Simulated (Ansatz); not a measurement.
CH9NOSi2 (`C[SiH2]N[SiH2]O`). Charge 0, multiplicity 1. The structure was optimised at the PBE0-D4/def2-TZVP level. It is one conformer, not always the lowest.

```xyz
14

C    -1.603    1.123   -1.041
Si   -0.379   -0.274   -1.217
N     1.016   -0.099   -0.202
Si    1.320   -0.874    1.300
O     0.325   -0.392    2.522
H    -1.148    2.082   -1.303
H    -2.462    0.969   -1.699
H    -1.967    1.187   -0.013
H    -1.018   -1.556   -0.818
H     0.057   -0.357   -2.639
H     1.715    0.566   -0.500
H     2.741   -0.582    1.628
H     1.052   -2.325    1.206
H     0.352    0.531    2.776
```

(1) What is the dipole moment at ωB97M-V/def2-TZVPP? (Best estimate.)

(2) And with PBE, r2SCAN, B3LYP? (An estimate is asked.)

(3) Give the Mulliken charges with ωB97M-V, r2SCAN, PBE in def2-TZVPP. (Estimate.)

Results:

(1) Ansatz gave: 2.49 D, with components (0.44, 2.41, -0.47) D in this frame, pointing from negative to positive charge.

(2) Ansatz gave: PBE 2.45 D, r2SCAN 2.50 D, B3LYP 2.46 D.

(3) Computed: 
```csv
atom,ωB97M-V,r2SCAN,PBE
C1,-0.43,-0.29,-0.36
Si2,0.31,0.40,0.30
N3,-0.37,-0.42,-0.29
Si4,0.43,0.54,0.41
O5,-0.38,-0.41,-0.35
H6,0.11,0.06,0.09
H7,0.12,0.07,0.10
H8,0.12,0.07,0.10
H9,-0.03,-0.08,-0.07
H10,-0.04,-0.10,-0.08
H11,0.10,0.14,0.13
H12,-0.06,-0.11,-0.10
H13,-0.04,-0.09,-0.08
H14,0.17,0.19,0.18
```

B3LYP here is the variant with VWN-RPA as its local correlation; programs differ in this.
